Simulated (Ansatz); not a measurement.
Ideal-gas functions of CH$_{4}$Cl$_{2}$OZr, SMILES `[CH3][Zr]([OH])([Cl])[Cl]` at 600 K and 1 bar, from an Ansatz frequency run at PBE0-D4/def2-TZVP.

Molar mass 194.17 g/mol, point group Cs (symmetry number 1), electronic degeneracy 1, moments of inertia 248.57, 367.608, 433.447 u Å². Harmonic wavenumbers (cm⁻¹, unscaled): 93, 95, 111, 120, 141, 155, 244, 296, 379, 402, 501, 516, 535, 748, 1171, 1408, 1410, 3019, 3110, 3112, 3985.

Use S(trans) = R[1.5 ln M + 2.5 ln T − 1.1517]; rotational temperatures θ = 24.2544 K / I; S(rot) = R[ln(√π/σ · √(T³/θAθBθC)) + 1.5]; for each mode x = 1.438777 ν̃/T, S = R[x/(eˣ − 1) − ln(1 − e⁻ˣ)] and H = RT x/(eˣ − 1); 1 cm⁻¹ = 0.0119627 kJ/mol; R = 8.31446 J/(mol·K).

Problem. By hand: the entropy, in J/(mol·K).

Solution. Translation 189.1. Rotation: θ = 0.0976, 0.066, 0.056 K, giving 130.0. Vibration, mode by mode: 20.81, 20.63, 19.34, 18.70, 17.37, 16.59, 12.89, 11.34, 9.39, 8.93, 7.27, 7.05, 6.79, 4.49, 2.02, 1.28, 1.28, 0.05, 0.04, 0.04, 0.01, in all 186.3. Electronic 0.0. Sum 505.4 J/(mol·K).

Problem. By hand: H − E and G − E in kJ/mol, counted from the electronic energy.

Solution. Zero-point energy ½ × 21551 × 0.0119627 = 128.9; thermal vibration 50.5; translation, rotation and pV give 4 RT = 20.0. H − E = 199.4 kJ/mol, and G − E = 199.4 − 600 × 505.4/1000 = -103.8 kJ/mol.

Vibration gives 37 % of the entropy, 96.9 J/(mol·K) of it from the modes under 150 cm⁻¹: soft modes count most, and the harmonic formula is weakest for them. The sum counts one conformer and one mirror image; others add a mixing term.
